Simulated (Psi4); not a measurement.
triplet silylene (H2Si), triplet, at a GFN2-xTB geometry, with bond 3-1 at 1.25 times its length; HF/6-311G** (Psi4).

The Psi4 input:
```
memory 2 GB

molecule {
0 3
Si   -0.00639139   -0.00195053    0.08523542
H     0.04566728    1.28384221   -0.56751131
H     0.05636310   -1.57018078   -0.80353962
}

set {
  basis 6-311g**
  reference uhf
  stability_analysis check
  scf_type pk
}

energy('scf')
print_variables()
```

### Question
Write the output that Psi4 gives for this input, abridged.

### Answer

```
   => Loading Basis Set <=

    Name: 6-311G**
    Role: ORBITAL
    Keyword: BASIS

         ---------------------------------------------------------
                                   SCF
               by Justin Turney, Rob Parrish, Andy Simmonett
                          and Daniel G. A. Smith
                              UHF Reference
         ---------------------------------------------------------

  ==> Geometry <==

    Molecular point group: cs
    Full point group: Cs

    Geometry (in Angstrom), charge = 0, multiplicity = 3:

       Center              X                  Y                   Z               Mass
    ------------   -----------------  -----------------  -----------------  -----------------
         SI          -0.051942427491     0.009490629807     0.000000000000    27.976926534650
         H            0.602869406703     1.295287204186     0.000000000000     1.007825032230
         H            0.839037106295    -1.558744296832     0.000000000000     1.007825032230

  Running in cs symmetry.

  Rotational constants: A =     15.97731  B =      3.97746  C =      3.18466 [cm^-1]
  Rotational constants: A = 478987.77815  B = 119241.38265  C =  95473.72258 [MHz]
  Nuclear repulsion =    9.426569313588928

  Charge       = 0
  Multiplicity = 3
  Electrons    = 16
  Nalpha       = 9
  Nbeta        = 7

  ==> Algorithm <==

  SCF Algorithm Type is PK.
  DIIS enabled.
  MOM disabled.
  Fractional occupation disabled.
  Guess Type is SAD.
  Energy threshold   = 1.00e-06
  Density threshold  = 1.00e-06
  Integral threshold = 1.00e-12

  ==> Primary Basis <==

  Basis Set: 6-311G**
    Blend: 6-311G**
    Number of shells: 20
    Number of basis functions: 38
    Number of Cartesian functions: 39
    Spherical Harmonics?: true
    Max angular momentum: 2

  ==> Integral Setup <==

  Using in-core PK algorithm.
   Calculation information:
      Number of atoms:                   3
      Number of AO shells:              20
      Number of primitives:             35
      Number of atomic orbitals:        39
      Number of basis functions:        38

      Integral cutoff                 1.00e-12
      Number of threads:                 1

  Performing in-core PK
  Using 549822 doubles for integral storage.
  We computed 22143 shell quartets total.
  Whereas there are 22155 unique shell quartets.

  ==> DiskJK: Disk-Based J/K Matrices <==

    J tasked:                  Yes
    K tasked:                  Yes
[...]
  Energy and wave function converged.

    Wavefunction stable under totally symmetric rotations.
    Lowest totally symmetric eigenvalue: 0.084056
    Lowest UHF->UHF stability eigenvalues:
      Ap 0.084056       App 0.129261

    Stability analysis over.

  ==> Post-Iterations <==

   @Spin Contamination Metric:   5.533828670E-03
   @S^2 Expected:                2.000000000E+00
   @S^2 Observed:                2.005533829E+00
   @S   Expected:                1.000000000E+00
   @S   Observed:                1.000000000E+00

    Orbital Energies [Eh]
    ---------------------

    Alpha Occupied:

[...]
    Alpha Virtual:

[...]
    Beta Occupied:

[...]
       6Ap    -0.447300

    Beta Virtual:

[...]
      29Ap   143.555083

    Final Occupation by Irrep:
             Ap   App
    DOCC [     6,    1 ]
    SOCC [     1,    1 ]
    NA   [     7,    2 ]
    NB   [     6,    1 ]

  @UHF Final Energy:  -289.98965754573322

   => Energetics <=

    Nuclear Repulsion Energy =              9.4265693135889279
    One-Electron Energy =                -420.3886931466323631
    Two-Electron Energy =                 120.9724662873101977
    Total Energy =                       -289.9896575457332801

  UHF NO Occupations:
  HONO-2 :    6 Ap 1.9977116
  HONO-1 :    7 Ap 1.0000000
  HONO-0 :    2App 1.0000000
  LUNO+0 :    8 Ap 0.0022884
  LUNO+1 :    9 Ap 0.0004711
  LUNO+2 :   10 Ap 0.0000049
  LUNO+3 :    3App 0.0000041

Computation Completed

Properties will be evaluated at   0.000000,   0.000000,   0.000000 [a0]

Properties computed using the SCF density matrix

 Multipole Moments:

 ------------------------------------------------------------------------------------
     Multipole            Electronic (a.u.)      Nuclear  (a.u.)        Total (a.u.)
 ------------------------------------------------------------------------------------

 L = 1.  Multiply by 2.5417464519 to convert [e a0] to [Debye]
 Dipole X            :         -1.5352566            1.3506109           -0.1846456
 Dipole Y            :          0.4338341           -0.2467761            0.1870580
 Dipole Z            :          0.0000000            0.0000000            0.0000000
 Magnitude           :                                                    0.2628397

 ------------------------------------------------------------------------------------

  Variable Map:
  ----------------------------------------------------------------------------
[...]
[...]
```
